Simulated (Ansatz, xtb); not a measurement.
# A geometry optimisation of AlF2H3Si with r2SCAN-D4/def2-SVP

The starting geometry of this gas-phase singlet has its atoms placed at random.

```json
{"atom": "Al", "x (Å)": "0.1244", "y (Å)": "0.6193", "z (Å)": "0.2304"}
{"atom": "F", "x (Å)": "0.0530", "y (Å)": "-0.9945", "z (Å)": "1.7140"}
{"atom": "F", "x (Å)": "-1.0098", "y (Å)": "-0.3372", "z (Å)": "-0.8250"}
{"atom": "Si", "x (Å)": "-0.0106", "y (Å)": "1.6973", "z (Å)": "-1.4865"}
{"atom": "H", "x (Å)": "-0.2135", "y (Å)": "-1.0626", "z (Å)": "0.6054"}
{"atom": "H", "x (Å)": "1.1930", "y (Å)": "-0.0978", "z (Å)": "-0.9991"}
{"atom": "H", "x (Å)": "0.8575", "y (Å)": "-0.9564", "z (Å)": "1.4019"}
```

Q: One run relaxed it with r2SCAN-D4/def2-SVP. What is a likely outcome?

A: It ends as a structure with F2 bridging Al1 and H7, given below by its coordinates. Distances that change by over a tenth: Al1–Si4 (2.03 → 2.50 Å), F2–H5 (1.14 → 2.84 Å), F2–H7 (0.86 → 0.98 Å). Contacts that open: Al1–H6 (1.78 → 2.83 Å). Contacts that close: Si4–H6 (2.22 → 1.54 Å).

The energy falls by 8.80 eV over 76 steps:

| step | E − E(last) (eV) |
| --- | --- |
| 1 | 8.805 |
| 9 | 1.091 |
| 18 | 0.885 |
| 26 | 0.580 |
| 34 | 0.372 |
| 43 | 0.350 |
| 51 | 0.349 |
| 59 | 0.265 |
| 68 | 0.064 |
| 76 | 0.000 |

Final geometry (Å):

| atom | x (Å) | y (Å) | z (Å) |
| --- | --- | --- | --- |
| Al | 0.3618 | -0.5093 | -0.0243 |
| F | 0.1537 | -0.4424 | 2.0135 |
| F | -1.3566 | -0.6752 | 0.3003 |
| Si | 1.0136 | 1.7339 | -0.9022 |
| H | 1.1113 | -1.8977 | -0.2244 |
| H | 0.4897 | 1.2275 | -2.2573 |
| H | -0.7794 | -0.5687 | 1.7355 |

From the same start GFN2-xTB ends elsewhere, differing in Al1–F2 (2.30 against 2.05 Å here), Al1–H6 (1.60 against 2.83 Å here), Al1–H7 (1.91 against 2.10 Å here), Si4–H6 (2.44 against 1.54 Å here).

From so rough a start the end depends on the optimiser's path, so another program may land elsewhere. The end wasn't checked by frequencies. Run with Ansatz 0.2.0, 3.6 min on 1 thread of AMD EPYC 7R43 64-Core Processor (Zen 3), with other jobs on the host.
